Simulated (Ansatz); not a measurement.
Two isomers of C2H2AlF: A = `F[C]1=[CH][AlH]1`, B = `FC#[C][AlH2]`.

Gas-phase electronic energies from Ansatz, PBE0-D4/def2-TZVP geometries. CCSD(T)/CBS is the MP2 limit (def2-TZVPP, def2-QZVPP) plus CCSD(T) − MP2 in def2-TZVPP, frozen cores. Functionals use def2-TZVPP. B3LYP here is the variant with VWN-RPA as its local correlation; programs differ in this.

A:

```xyz
6

F     1.845    1.107    0.030
C     0.702    0.441   -0.111
C    -0.032   -0.155    0.863
Al   -0.810   -0.359   -0.822
H     0.157   -0.210    1.932
H    -1.862   -0.824   -1.892
```

B:

```xyz
6

F    -1.111    0.672    2.775
C    -0.651    0.393    1.628
C    -0.211    0.126    0.533
Al    0.474   -0.286   -1.185
H    -0.466   -1.012   -2.226
H     1.965    0.108   -1.526
```

Task: Which isomer does CCSD(T)/CBS put lower? Give the gap. (An estimate is asked.)

Result: Computed: A, by 28.5 kJ/mol.

Task: Give E(B) − E(A) in kJ/mol with CCSD(T)/def2-SVP, HF/def2-TZVPP, B2PLYP, PBE0-D4, PBE-D4, r2SCAN-D4, B3LYP-D4. (An estimate is asked.)

Result: Ansatz gave: CCSD(T)/def2-SVP 17.3, HF/def2-TZVPP 2.6, B2PLYP 22.7, PBE0-D4 46.1, PBE-D4 46.7, r2SCAN-D4 43.5, B3LYP-D4 26.1. None reverses the order clearly.

Task: Does the order hold for the free energy at 298.15 K (harmonic terms from PBE0-D4)? (An estimate is asked.)

Result: The calculation gave: Yes: G(B) − G(A) = +16.6 kJ/mol.

Largest T1 diagnostic: 0.015.

In def2-TZVPP, CCSD(T) changes the Hartree–Fock value by +21.4 kJ/mol (the triples alone add +3.3 kJ/mol) and MP2 by +19.4 kJ/mol. At CCSD(T), def2-SVP lies −11.1 kJ/mol from the extrapolated value and def2-TZVPP −4.5 kJ/mol.
